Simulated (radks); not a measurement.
The barium ion Ba10+ is in [Kr] 4d10. Method: Dirac Kohn-Sham, PBE, spin-unpolarised, spherical densities, finite nucleus; Fermi nuclear charge, rms radius of each element as measured or else 0.836 A^(1/3) + 0.57 fm; computed with a radial shooting solver on a logarithmic mesh with Libxc functionals. Sub-shells are occupied by j as written (lower j first in brackets). One electron is removed from 4d3/2, 4p3/2, 4p1/2, 4d5/2 in turn, with full relaxation. Which removal costs least, and what does each cost?

Answer. 4d5/2 242.06 eV; 4d3/2 244.93 eV; 4p3/2 331.85 eV; 4p1/2 347.93 eV. The 4d5/2 electron leaves first.
